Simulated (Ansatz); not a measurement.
`N=C(F)B(F)Cl` + H–F → `FB(F)Cl` + `N=CF`  (ligand exchange at a B–C bond)

Program: Ansatz. Geometries: PBE0-D4/def2-TZVP. ΔE: electronic, gas phase. CCSD(T)/CBS is the MP2 limit (def2-TZVPP, def2-QZVPP) plus CCSD(T) − MP2 in def2-TZVPP, frozen cores. This one scheme is used for every species. Functionals use def2-TZVPP. Each species was taken in one conformer, which may not be the lowest.

```csv
species,CAM-B3LYP energy (Eh)
`N=C(F)B(F)Cl`,-778.34767
H–F,-100.46747
`FB(F)Cl`,-684.97088
`N=CF`,-193.90066
```

(1) Work out ΔE.

Largest T1 diagnostic among the species: 0.014.

Results:

(1) ΔE = (-684.97088) + (-193.90066) − (-778.34767) − (-100.46747) = -0.05640 Eh = -35.4 kcal/mol. CCSD(T)/CBS gives -31.9 kcal/mol.

In def2-TZVPP, CCSD(T) changes the Hartree–Fock value by +6.4 kcal/mol (the triples alone add +1.0 kcal/mol) and MP2 by +6.5 kcal/mol. Leaving LDA and LC-ωPBE aside and taking each functional with its dispersion term where it has one, the values, not all of them listed here, spread over 5.2 kcal/mol, from BHLYP-D4 to revPBE-D4.
